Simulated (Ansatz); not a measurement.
Reaction (formal hydrolysis of a Ge–C bond): `C[C](=N)[GeH2][OH]` + H₂O → `[OH][GeH2][OH]` + `CC=N`

Computed with Ansatz on PBE0-D4/def2-TZVP structures; ΔE is electronic, products minus reactants. CBS: MP2 limit from def2 TZ/QZ plus the TZ coupled-cluster correction, frozen cores. This one scheme is used for every species. Functionals use def2-TZVPP. B3LYP here is the variant with VWN-RPA as its local correlation; programs differ in this. For Ge outer-core shells are correlated without core-valence functions, which leaves a few kJ/mol of doubt a bond. Scalar relativity is left out up to krypton. One conformer a species, not always the lowest.

| level | ΔE (kJ/mol) | difference from CCSD(T)/CBS |
| --- | --- | --- |
| r2SCAN-D4 | -49.3 | -5.1 |
| PBE0-D4 | -43.9 | 0.3 |
| B3LYP-D4 | -48.7 | -4.5 |
| ωB97X-V | -53.5 | -9.3 |
| B2PLYP | -56.0 | -11.8 |
| PBE | -46.6 | -2.4 |
| r2SCAN | -51.0 | -6.8 |
| B3LYP | -58.0 | -13.8 |
| HF/def2-TZVPP | -75.7 | -31.5 |
| MP2/def2-TZVPP | -47.8 | -3.6 |
| SCS-MP2/def2-TZVPP | -54.8 | -10.6 |
| CCSD/def2-TZVPP | -52.3 | -8.1 |
| CCSD(T)/def2-TZVPP | -48.9 | -4.7 |
| HF/def2-QZVPP | -76.9 | -32.7 |
| MP2/def2-QZVPP | -45.6 | -1.4 |
| HF/CBS(def2) | -77.1 | -32.9 |
| CCSD(T)/CBS | -44.2 | 0 |

Largest T1 diagnostic among the species: 0.012.

In def2-TZVPP, CCSD(T) changes the Hartree–Fock value by +26.9 kJ/mol (the triples alone add +3.5 kJ/mol) and MP2 by +27.9 kJ/mol. The D4 term adds +9.3 kJ/mol with B3LYP and +5.2 kJ/mol with PBE0; it sums over pairs of atoms, weighted by their polarisabilities, and B3LYP, whose exchange is more repulsive, gets the larger term.
